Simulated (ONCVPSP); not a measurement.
# BLYP ONCV dataset for Se (Z = 34), scalar-relativistic all-electron reference.

ONCVPSP 4.0.1 input, shortened (lines: element, Z, core and valence counts, functional; n l f; lmax; l rc ep ncon nbas qcut; lloc lpopt rc5 dvloc0; l nproj debl; icmod fcfact rcfact), BLYP, scalar-relativistic:

```
  Se 34.00    6    2  -106131      upf
    1    0    2.00
    2    0    2.00
    2    1    6.00
    3    0    2.00
    3    1    6.00
    3    2   10.00
    4    0    2.00
    4    1    4.00
    2
    0    1.55    0.00    4    7    4.00
    1    1.95    0.00    4    9    5.00
    2    1.55    0.10    4    8    5.90
    4    2    1.00    3.00
    0    3    0.60
    1    2    0.90
    2    2    0.90
    3    3.00    1.30
```

In the s channel the program set the typed energies aside and used -0.632, 0.250, 0.850 Ha.

All-electron outer shells of the reference configuration (BLYP, scalar-relativistic, ld1.x):

```csv
shell,level (eV),outermost node (bohr),outermost maximum (bohr)
3p,-152.73,0.21,0.50
3d,-53.00,–,0.45
4s,-17.19,0.70,1.51
4p,-6.37,0.74,1.80
```

Does the generator finish with these settings?

Yes, a potential is produced and its reference levels are reproduced.

Estimate the cutoffs (Ha) at which the residual kinetic energy of the hardest occupied pseudo-wave falls to 1 and 0.1 mHa per electron.

33 Ha and 47 Ha.

Does the potential have ghost states?

Ghosts flagged at negative energy: s at -231.3 eV, d at -38.2 eV; GHOST(+) flagged for s at 222.2 eV. A true bound ghost makes a file unfit for plane-wave use.

Which valence shell sets the plane-wave cutoff?

4s: 33 Ha for 1 mHa per electron, against 8 Ha for 4p.

Tests: 4s2 4p3; 4s2 4p2; 4s2 4p1; 4s2 4p0. Which has the largest error in its energy relative to the reference configuration, and how large is it?

4s2 4p0, with +23 meV (all-electron minus pseudo) on +104.03 eV.
